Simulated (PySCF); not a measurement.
Molecule: SMILES c1ccc(C(=O)Cl)s1, C5H3ClOS.

Structure with atom numbers: `[O:1]=[C:2]([Cl:3])[c:4]1[cH:5][cH:6][cH:7][s:8]1`. Each H is labelled by its parent atom.

Geometry PBE0-D3(BJ)/def2-SVP throughout; GIAO in PySCF 2.14.0 with density-fitted response routines, gas phase, one conformer, non-relativistic; equivalent atoms averaged; functional PBE0.

**Question.** How do the shifts δ (against TMS, HCl, CS2 at the same level) depend on the basis set? (a selection of nuclei; ppm; last column core-seconds on 1 thread of an Arm Neoverse V1, shared host)

**Answer.** 
| basis set | functions | C7 | C4 | C5 | C2 | C6 | Cl3 | S8 | H(C7) | H(C6) | core-s |
| --- | --- | --- | --- | --- | --- | --- | --- | --- | --- | --- | --- |
| STO-3G | 51 | 126.6 | 121.9 | 112.5 | 110.6 | 107.4 | 208.3 | 107.0 | 7.17 | 6.59 | 4.5 |
| 6-31G | 86 | 140.7 | 140.7 | 133.5 | 157.8 | 123.1 | 376.8 | 195.9 | 7.70 | 7.25 | 9 |
| 6-31G* | 126 | 134.7 | 134.9 | 132.1 | 154.2 | 120.6 | 355.5 | 224.4 | 7.42 | 6.97 | 13 |
| 6-311+G(2d,p) | 250 | 144.4 | 144.6 | 142.5 | 165.2 | 130.0 | 419.0 | 270.0 | 7.90 | 7.21 | 34 |

**Question.** Which nucleus among those listed moves most, in ppm?

**Answer.** Cl3 (chlorine bonded to C): from 208.3 ppm with STO-3G to 419.0 ppm with 6-311+G(2d,p). The smallest spread is 0.66 ppm, at H(C6). Proton shifts span only some 12 ppm, so a few tenths of a ppm matter as much there as several ppm in carbon.

**Question.** Taking the largest basis, 6-311+G(2d,p) (250 functions), as the yardstick, rank the others by their worst heavy-atom deviation.

**Answer.** 6-31G* 63.5 ppm (126 functions), 6-31G 74.2 ppm (86 functions), STO-3G 210.7 ppm (51 functions).

A small basis that lands close on one nucleus may do so by chance; judge by the trend and by all nuclei.
